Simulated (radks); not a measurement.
Isoelectronic series with 16 electrons, each ion in its NIST ground configuration. All-electron calculation, scalar-relativistic Kohn-Sham, r2SCAN, spin-polarised, spherical densities, finite nucleus; open shells are filled with parallel spins first (spin-orbit coupling, left out, can overturn this in heavy ions); meta-GGA in the generalised Kohn-Sham scheme; Fermi nuclear charge, rms radius of each element as measured or else 0.836 A^(1/3) + 0.57 fm. Program: a radial shooting solver on a logarithmic mesh with Libxc functionals. Total energies (hartree) and orbital eigenvalues (hartree):

ion    configuration  E (hartree)    3p down      3p up    3s down
S       [Ne] 3s2 3p4   -399.21809   -0.21590   -0.29875   -0.60627
Ar2+    [Ne] 3s2 3p4   -527.79439   -1.24560   -1.36582   -1.82535
Ca4+    [Ne] 3s2 3p4   -675.49986   -2.77343   -2.92832   -3.54592
Ti6+    [Ne] 3s2 3p4   -842.36610   -4.77215   -4.96058   -5.74150
Cr8+    [Ne] 3s2 3p4  -1028.46737   -7.23226   -7.45368   -8.40384
Fe10+   [Ne] 3s2 3p4  -1233.90133  -10.14982  -10.40392  -11.53043
Ni12+   [Ne] 3s2 3p4  -1458.78357  -13.52329  -13.80989  -15.12130
Zn14+   [Ne] 3s2 3p4  -1703.24428  -17.35240  -17.67140  -19.17793
Ge16+   [Ne] 3s2 3p4  -1967.42882  -21.63763  -21.98899  -23.70277
Se18+   [Ne] 3s2 3p4  -2251.49704  -26.38002  -26.76371  -28.69897
Kr20+   [Ne] 3s2 3p4  -2555.62239  -31.58096  -31.99698  -34.17028
Sr22+   [Ne] 3s2 3p4  -2879.99319  -37.24215  -37.69051  -40.12098
Zr24+   [Ne] 3s2 3p4  -3224.81244  -43.36557  -43.84630  -46.55589
Mo26+   [Ne] 3s2 3p4  -3590.29684  -49.95342  -50.46656  -53.48028
Ru28+   [Ne] 3s2 3p4  -3976.68470  -57.00813  -57.55372  -60.89999
Pd30+   [Ne] 3s2 3p4  -4384.22763  -64.53232  -65.11042  -68.82134
Cd32+   [Ne] 3s2 3p4  -4813.19384  -72.52882  -73.13949  -77.25116
Sn34+   [Ne] 3s2 3p4  -5263.87505  -81.00066  -81.64396  -86.19692
Te36+   [Ne] 3s2 3p4  -5736.57492  -89.95106  -90.62706  -95.66656
